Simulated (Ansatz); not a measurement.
AgH, closed-shell singlet (the spin of the measured ground state), most abundant isotopes (106.9051 and 1.0078 u). Constants from fifth-degree fits in 1/R to seven points on the lowest solution found; no spin–orbit coupling, no relativity up to Kr; ω_e x_e and α_e move by some per cent with the fit.

Correlated levels freeze the inner cores; with def2 sets outer-core shells near the valence are correlated too. CBS: X⁻³ extrapolation of the correlation energy, Hartree–Fock from the larger set.

The values were computed with Ansatz (an electronic-structure program).  In def2 rows elements past Kr take small-core potentials, without spin–orbit coupling.

```json
[
 {"level": "PBE/def2-TZVPP", "r_e (Å)": "1.6058", "ω_e (cm⁻¹)": "1788.4", "ω_e x_e (cm⁻¹)": "34.2", "α_e (cm⁻¹)": "0.209"},
 {"level": "CCSD(T)/CBS(def2-TZVPP, def2-QZVPP)", "r_e (Å)": "1.6064", "ω_e (cm⁻¹)": "1761.2", "ω_e x_e (cm⁻¹)": "33.9", "α_e (cm⁻¹)": "0.204"}
]
```

D_e from total energies of the atoms and the molecule: 2.45 eV at PBE/def2-TZVPP; 2.41 eV at CCSD(T)/CBS(def2-TZVPP, def2-QZVPP).

Q: Derive the rotational constants, the centrifugal constant, the fundamental, the zero-point energy and the force constant, and test the Morse rule for the well depth.

A: 
μ = 0.99841 u.
- PBE/def2-TZVPP: B_e = 16.8576/(μ r_e²) = 6.5477 cm⁻¹; B₀ = B_e − α_e/2 = 6.4433 cm⁻¹; D = 4B_e³/ω_e² = 3.51e-04 cm⁻¹; fundamental ω_e − 2ω_e x_e = 1720 cm⁻¹; zero-point energy ω_e/2 − ω_e x_e/4 = 886 cm⁻¹; k = μ(2πcω_e)² = 188 N/m; the line J = 1 ← 0 at 2B₀ = 386.3 GHz; a Morse well would hold ω_e²/(4ω_e x_e) = 2.90 eV against the computed D_e of 2.45 eV
- CCSD(T)/CBS(def2-TZVPP, def2-QZVPP): B_e = 16.8576/(μ r_e²) = 6.5431 cm⁻¹; B₀ = B_e − α_e/2 = 6.4411 cm⁻¹; D = 4B_e³/ω_e² = 3.61e-04 cm⁻¹; fundamental ω_e − 2ω_e x_e = 1693 cm⁻¹; zero-point energy ω_e/2 − ω_e x_e/4 = 872 cm⁻¹; k = μ(2πcω_e)² = 182 N/m; the line J = 1 ← 0 at 2B₀ = 386.2 GHz; a Morse well would hold ω_e²/(4ω_e x_e) = 2.84 eV against the computed D_e of 2.41 eV

Measured for the ground state: r_e 1.6181 Å [Huber and Herzberg (1979), NIST Chemistry WebBook]; ω_e 1759.9 cm⁻¹ [Huber and Herzberg (1979), NIST Chemistry WebBook].
